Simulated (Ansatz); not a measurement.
Molecule: sum formula BNHBr₂, net charge 0, doublet state. It need not be the lowest isomer of its formula. 
Structure (B3LYP-D3(BJ)/def2-TZVP (Ansatz, a quantum-chemistry and plane-wave program) minimum search):
```xyz
5

N     -1.8035    -0.8832     0.3167
B     -0.5887    -0.2842     0.0673
Br    -0.4535     1.6403     0.1387
Br     0.9707    -1.3901    -0.2023
H     -2.5350    -1.1545    -0.3275
```
Charge 0, spin multiplicity 2.

Basis-set convergence of Hartree-Fock and MP2 correlation energies (hartree) with Ansatz. Cores are frozen in the correlated levels unless marked. UHF or UKS for open shells. No spin-orbit coupling. Frozen are the shells of the preceding noble gas and the d and f shells that filled before the atom's block. Non-relativistic.

```csv
basis,functions,E(HF),"E(corr, MP2)"
cc-pVDZ,87,-5224.55501,-0.43915
cc-pVTZ,160,-5224.72893,-0.58174
cc-pVQZ,276,-5224.74028,-0.63670
cc-pV5Z,445,-5224.74200,-0.66050
```

Extrapolating the two largest sets (X = 4 and 5) as X^-3: E(corr) = (125·(-0.66050) - 64·(-0.63670))/61 = -0.6855 Eh, an estimate of the basis-set limit. The largest set recovers 96.4 % of it, the smallest 64.1 %.
